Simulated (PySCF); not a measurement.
Heteronuclear NMR

Geometry (Å), atoms numbered from 1 in this order:
```xyz
14

C    -1.9970   -0.5352    0.6757
C    -1.2259    0.6979    0.2809
O     0.1629    0.5807    0.6527
C     0.9487   -0.0387   -0.2053
O     0.6477   -0.5153   -1.2579
C     2.3994   -0.0416    0.3279
F     3.1529   -0.8560   -0.3909
F     2.9106    1.1893    0.2482
F     2.4477   -0.4312    1.6005
H    -3.0550   -0.3906    0.4463
H    -1.9016   -0.7276    1.7456
H    -1.6457   -1.4078    0.1239
H    -1.2815    0.8795   -0.7933
H    -1.5711    1.5810    0.8172
```

Averaged over atoms made equivalent by symmetry, fast rotation or ring inversion, gas phase, single conformer, non-relativistic Hamiltonian. Shieldings: GIAO B97-2/pcSseg-2; structure optimised with PBE0-D3(BJ)/def2-TZVP; PySCF 2.14.0 with density-fitted response routines.

(1) Where does 19F resonate?

(2) Where does 17O resonate?

## Answers

(1) 
```json
{"atoms": "F7/F8/F9", "environment": "fluorine of a CF3 group", "σ (ppm)": "263.1", "δ (ppm)": "-76.8"}
```

Shieldings were converted by a linear fit to measured shifts: 19F: δ = 163.32 − 0.949σ +9.6 on sp3 carbon (rms 4.2 ppm, 161 shifts, 5.7 ppm with the 8 outliers that the fit left out vs CFCl3, solution or neat liquid). Occasional misses reach two or three times the rms, and more in compound classes unlike the fitted ones.

On a 300 MHz spectrometer 19F resonates near 282.3 MHz, so 1 ppm is 282.3 Hz.

(2) 
| atoms | environment | σ (ppm) | δ (ppm) |
| --- | --- | --- | --- |
| O5 | ester carbonyl oxygen | -79.0 | 348.8 |
| O3 | ester alkoxy oxygen | 120.6 | 159.9 |

Shieldings were converted by a linear fit to measured shifts: 17O (scatter 12.2 ppm rms vs liquid water, solution or neat liquid). A few per cent of atoms miss by over 2 rms, more outside the fitted compound classes.

On a 400 MHz spectrometer 17O resonates near 54.2 MHz, so 1 ppm is 54.2 Hz.
